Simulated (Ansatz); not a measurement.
A run for Ansatz (a first-principles code): U-r2SCAN/def2-TZVPP on RuO, 2S+1 = 5, a spin state set in the input, which need not be the lowest, a point of a bond scan (R = 1.693 Å). Elements past Kr take the def2 small-core potentials; no spin–orbit coupling.

Ansatz 0.2 input:
```yaml
crystal:
  periodic: [false, false, false]
  atoms:
    - {symbol: Ru, position_ang: [0.00000000, 0.00000000, 0.00000000]}
    - {symbol: O, position_ang: [0.00000000, 0.00000000, 1.69341300]}
basis:
  gaussian:
    orbitals: def2-TZVPP
    pivot_positions_ang: [[0.00000000, 0.00000000, 0.00000000], [0.00000000, 0.00000000, 1.69341300]]
hamiltonian:
  xc: {name: r2SCAN}
magnetization: {spin_polarized: true, initial_magnetization: 4}
output: {forces: true, orbitals: {seedname: ./end}}
```

Program output:

```
WARN ansatz: RAYON_NUM_THREADS=2 ignored (pool sized by the plan → 2); use --threads N
Functional definition: r2SCAN
integrals: 0.02 GiB planned
480 factors; their error is unknown
mean field: 0.27 GiB planned
mean field evaluation 1: about -4621.5760 eV, gradient 4.3e1 eV
mean field evaluation 2: about -4474.5022 eV, gradient 1.5e2 eV
mean field evaluation 4: about -4627.1547 eV, gradient 2.0e1 eV
mean field evaluation 8: about -4628.5654 eV, gradient 3.7e-1 eV
mean field evaluation 16: about -4628.5666 eV, gradient 6.1e-5 eV
mean field evaluation 32: about -4628.5669 eV, gradient 5.6e-2 eV
mean field -4628.56657004 eV, -170.0966840940 hartree, gradient 2.4e-5 eV, S^2 6.008862; 4 other end points of the search recorded, 0 dependent functions left out
the calculation of the forces begins
reference -4628.56659131 eV, -170.0966848754 hartree; 14, 10 occupied and 73, 77 virtual orbitals, 480 factors
Total energy: -4628.56659131 eV, -170.0966848754 hartree
Atom 0 at     0.000000     0.000000     0.000000 Å, force     0.000000    -0.000000     0.070310 eV/Å
Atom 1 at     0.000000     0.000000     1.693413 Å, force    -0.000000     0.000000    -0.070310 eV/Å
Dipole moment:     0.000000     0.000000    -0.692454 e Å
```

The calculation finished and met its thresholds.

Cost: about 7 core-seconds (a rough figure).
